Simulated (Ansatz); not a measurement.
Ansatz results at the PBE0-D4/def2-TZVP geometry: HOMO energy (PBE0/def2-TZVPP) -9.25 eV; LUMO energy (PBE/def2-TZVPP) -1.68 eV; size of the dipole moment (B3LYP/def2-TZVPP) 0.05 D.

Problem. Which molecule gave them?
A. `F[B@H-]1[SH+][B@@H-](F)[SH+]1`
B. `[F][Al@H-]1[Cl+][Al@H-]([F])[Cl+]1`
C. `[OH+]1[AlH2-][OH+][AlH2-]1`
D. `F[B@H-]1[Cl+][B@H-](F)[Cl+]1`

Solution. D. The others give `[OH+]1[AlH2-][OH+][AlH2-]1`: -7.84, -1.35, 0.00; `[F][Al@H-]1[Cl+][Al@H-]([F])[Cl+]1`: -9.44, -1.28, 0.01; `F[B@H-]1[SH+][B@@H-](F)[SH+]1`: -8.61, -1.74, 2.37.

B3LYP here is the variant with VWN-RPA as its local correlation; programs differ in this.
